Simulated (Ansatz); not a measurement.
Cost and result for the atomization energy of C2H2F2Ge (`F[C]1=[C](F)[GeH2]1`) (7 atoms, 7 bonds).

Z-matrix (Å, degrees):
```
Ge
C 1 1.920
C 1 1.920 2 40.2
H 1 1.536 2 121.2 3 -102.8
H 1 1.536 2 121.2 3 102.8
F 2 1.319 1 152.0 3 -180.0
F 3 1.319 1 152.0 2 180.0
```

The species carries charge 0 and has multiplicity 1. Correlated methods include outer-core shells of Ge, which these sets cover unevenly. Scalar relativity is left out up to krypton. The structure was optimised at the PBE0-D4/def2-TZVP level. Program: Ansatz. All runs use 4 threads of an Arm Neoverse V1 on a shared host. Times are those of one run each, without the atoms' runs, and a repeat can differ threefold. Electronic energies, without spin–orbit coupling; frozen cores. CCSD(T)/CBS adds CCSD(T) − MP2 in def2-TZVPP to the MP2 limit, and its time is that of the two runs behind it. T1 = 0.014. With those shells the extrapolation isn't a true limit. B3LYP takes the VWN-RPA correlation (the form of Gaussian; ORCA's B3LYP/G).

CCSD(T)/CBS is a level of theory with its own doubt, some kJ/mol a heavy atom from the limit and from the frozen cores, so smaller differences don't rank the functionals.

```json
{"level": "PBE-D4/def2-TZVPP (with forces)", "functions": "200", "wall time": "1.9 s"}
{"level": "PBE0-D4/def2-TZVPP", "functions": "200", "wall time": "2.2 s"}
{"level": "B3LYP-D4/def2-TZVPP (with forces)", "functions": "200", "wall time": "3.3 s"}
{"level": "r2SCAN-D4/def2-TZVPP (with forces)", "functions": "200", "wall time": "3.9 s"}
{"level": "B2PLYP/def2-TZVPP", "functions": "200", "wall time": "3.9 s"}
{"level": "ωB97X-V/def2-TZVPP", "functions": "200", "wall time": "6 s"}
{"level": "ωB97M-V/def2-TZVPP (with forces)", "functions": "200", "wall time": "8.5 s"}
{"level": "MP2/def2-QZVPP", "functions": "377", "wall time": "14 s"}
{"level": "CCSD(T)/def2-TZVPP", "functions": "200", "wall time": "94 s"}
{"level": "CCSD(T)/CBS(def2)", "functions": "–", "wall time": "110 s"}
```

Question: What atomization energy does each give, and how far from CCSD(T)/CBS? (Best estimate.)

Answer: The calculation gave: 
| level | atomization (kcal/mol) | difference from CCSD(T)/CBS | per bond |
| --- | --- | --- | --- |
| PBE-D4/def2-TZVPP (with forces) | 619.9 | 31.9 | 4.6 |
| PBE0-D4/def2-TZVPP | 594.6 | 6.6 | 0.9 |
| B3LYP-D4/def2-TZVPP (with forces) | 583.7 | -4.3 | -0.6 |
| r2SCAN-D4/def2-TZVPP (with forces) | 595.4 | 7.4 | 1.1 |
| B2PLYP/def2-TZVPP | 580.4 | -7.6 | -1.1 |
| ωB97X-V/def2-TZVPP | 591.1 | 3.1 | 0.4 |
| ωB97M-V/def2-TZVPP (with forces) | 587.4 | -0.6 | -0.1 |
| MP2/def2-QZVPP | 603.8 | 15.8 | 2.3 |
| CCSD(T)/def2-TZVPP | 571.4 | -16.6 | -2.4 |
| CCSD(T)/CBS(def2) | 588.0 | 0.0 | 0.0 |

From PBE to PBE0 (25 % exact exchange), in def2-TZVPP and without D4, the atomization energy moves by −24.9 kcal/mol: exact exchange takes away binding that semilocal exchange gives to molecules. The D4 term adds +5.1 kcal/mol with B3LYP and +2.6 kcal/mol with PBE0; it sums over pairs of atoms, weighted by their polarisabilities, and B3LYP, whose exchange is more repulsive, gets the larger term. In def2-TZVPP, CCSD(T) changes the Hartree–Fock value by +192.0 kcal/mol (the triples alone add +16.4 kcal/mol) and MP2 by +214.6 kcal/mol; breaking electron pairs costs correlation energy, which Hartree–Fock lacks.
